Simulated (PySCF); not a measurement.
Isomers of C5H14Si3.

All values: B3LYP/def2-SVPD (PySCF) at PBE0-D3(BJ)/def2-SVP geometries, gas phase, one conformer each. Core orbitals are frozen in the response; Δα² is half the sum of the squared differences of the principal polarisabilities.

Question: Rank by mean static polarisability, lowest first.
A. `[CH2:1]=[CH:2][SiH:3]1[CH2:4][SiH2:5][CH2:6][SiH2:7][CH2:8]1` with C1–C2–Si3–C4 1°, C2–Si3–C4–Si5 -177°, Si3–C4–Si5–C6 55°, C4–Si5–C6–Si7 -55°, Si5–C6–Si7–C8 54°
B. `[CH3:1][C:2]#[C:3][SiH2:4][C@@H:5]([SiH3:6])[SiH2:7][CH3:8]` with C3–Si4–C5–Si6 166°, Si4–C5–Si7–C8 63°
C. `[CH2:1]=[CH:2][C:3](=[CH2:4])[CH2:5][SiH2:6][SiH2:7][SiH3:8]` with C1–C2–C3–C4 178°, C2–C3–C5–Si6 75°, C3–C5–Si6–Si7 33°, C5–Si6–Si7–Si8 -73°
D. `[CH2:1]=[CH:2][Si:3]([SiH3:4])([SiH3:5])[CH:6]1[CH2:7][CH2:8]1` with C1–C2–Si3–Si4 -9°, C2–Si3–C6–C7 -160°

Answer: A (20.37 Å³), B (21.35 Å³), D (22.09 Å³), C (22.44 Å³).

Question: Rank by polarisability anisotropy Δα, highest first.
A. `[CH2:1]=[CH:2][C:3](=[CH2:4])[CH2:5][SiH2:6][SiH2:7][SiH3:8]` with C1–C2–C3–C4 178°, C2–C3–C5–Si6 75°, C3–C5–Si6–Si7 33°, C5–Si6–Si7–Si8 -73°
B. `[CH2:1]=[CH:2][Si:3]([SiH3:4])([SiH3:5])[CH:6]1[CH2:7][CH2:8]1` with C1–C2–Si3–Si4 -9°, C2–Si3–C6–C7 -160°
C. `[CH2:1]=[CH:2][CH:3]1[SiH2:4][CH2:5][SiH2:6][CH2:7][SiH2:8]1` with C1–C2–C3–Si4 120°, C2–C3–Si4–C5 65°, C3–Si4–C5–Si6 57°, Si4–C5–Si6–C7 -53°, C5–Si6–C7–Si8 53°
D. `[CH3:1][C:2]#[C:3][SiH2:4][C@@H:5]([SiH3:6])[SiH2:7][CH3:8]` with C3–Si4–C5–Si6 166°, Si4–C5–Si7–C8 63°
E. `[CH2:1]=[CH:2][SiH:3]1[CH2:4][SiH2:5][CH2:6][SiH2:7][CH2:8]1` with C1–C2–Si3–C4 1°, C2–Si3–C4–Si5 -177°, Si3–C4–Si5–C6 55°, C4–Si5–C6–Si7 -55°, Si5–C6–Si7–C8 54°

Answer: D (9.53 Å³), E (6.46 Å³), C (5.26 Å³), B (4.30 Å³), A (2.47 Å³).

Question: Rank by HOMO–LUMO gap, lowest first.
A. `[CH3:1][C:2]#[C:3][SiH2:4][C@@H:5]([SiH3:6])[SiH2:7][CH3:8]` with C3–Si4–C5–Si6 166°, Si4–C5–Si7–C8 63°
B. `[CH2:1]=[CH:2][SiH:3]1[CH2:4][SiH2:5][CH2:6][SiH2:7][CH2:8]1` with C1–C2–Si3–C4 1°, C2–Si3–C4–Si5 -177°, Si3–C4–Si5–C6 55°, C4–Si5–C6–Si7 -55°, Si5–C6–Si7–C8 54°
C. `[CH2:1]=[CH:2][CH:3]1[SiH2:4][CH2:5][SiH2:6][CH2:7][SiH2:8]1` with C1–C2–C3–Si4 120°, C2–C3–Si4–C5 65°, C3–Si4–C5–Si6 57°, Si4–C5–Si6–C7 -53°, C5–Si6–C7–Si8 53°
D. `[CH2:1]=[CH:2][C:3](=[CH2:4])[CH2:5][SiH2:6][SiH2:7][SiH3:8]` with C1–C2–C3–C4 178°, C2–C3–C5–Si6 75°, C3–C5–Si6–Si7 33°, C5–Si6–Si7–Si8 -73°
E. `[CH2:1]=[CH:2][Si:3]([SiH3:4])([SiH3:5])[CH:6]1[CH2:7][CH2:8]1` with C1–C2–Si3–Si4 -9°, C2–Si3–C6–C7 -160°

Answer: D (5.30 eV), E (6.24 eV), C (6.37 eV), B (6.89 eV), A (7.17 eV).

All values together:

```
                         SMILES  μ (D)  HOMO (eV)  LUMO (eV)  α (Å³)  Δα (Å³)  ΔSCF removal energy (eV)
CC#C[SiH2][C@@H]([SiH3])[SiH2]C   2.74      -7.44      -0.27   21.35     9.53                      9.29
      C=C[SiH]1C[SiH2]C[SiH2]C1   1.49      -7.54      -0.65   20.37     6.46                      9.33
     C=CC1[SiH2]C[SiH2]C[SiH2]1   0.75      -6.80      -0.43   20.58     5.26                      8.73
    C=CC(=C)C[SiH2][SiH2][SiH3]   1.01      -6.65      -1.34   22.44     2.47                      8.51
   C=C[Si]([SiH3])([SiH3])C1CC1   1.30      -7.12      -0.87   22.09     4.30                      8.81
```

Conformers: `[CH3:1][C:2]#[C:3][SiH2:4][C@@H:5]([SiH3:6])[SiH2:7][CH3:8]` with C3–Si4–C5–Si6 166°, Si4–C5–Si7–C8 63°; `[CH2:1]=[CH:2][SiH:3]1[CH2:4][SiH2:5][CH2:6][SiH2:7][CH2:8]1` with C1–C2–Si3–C4 1°, C2–Si3–C4–Si5 -177°, Si3–C4–Si5–C6 55°, C4–Si5–C6–Si7 -55°, Si5–C6–Si7–C8 54°; `[CH2:1]=[CH:2][CH:3]1[SiH2:4][CH2:5][SiH2:6][CH2:7][SiH2:8]1` with C1–C2–C3–Si4 120°, C2–C3–Si4–C5 65°, C3–Si4–C5–Si6 57°, Si4–C5–Si6–C7 -53°, C5–Si6–C7–Si8 53°; `[CH2:1]=[CH:2][C:3](=[CH2:4])[CH2:5][SiH2:6][SiH2:7][SiH3:8]` with C1–C2–C3–C4 178°, C2–C3–C5–Si6 75°, C3–C5–Si6–Si7 33°, C5–Si6–Si7–Si8 -73°; `[CH2:1]=[CH:2][Si:3]([SiH3:4])([SiH3:5])[CH:6]1[CH2:7][CH2:8]1` with C1–C2–Si3–Si4 -9°, C2–Si3–C6–C7 -160°.

Q: By how much does the ΔSCF value exceed −ε(HOMO) over the species that have both?

A: By 1.70 to 1.93 eV, 1.82 eV on average, over 5 species.
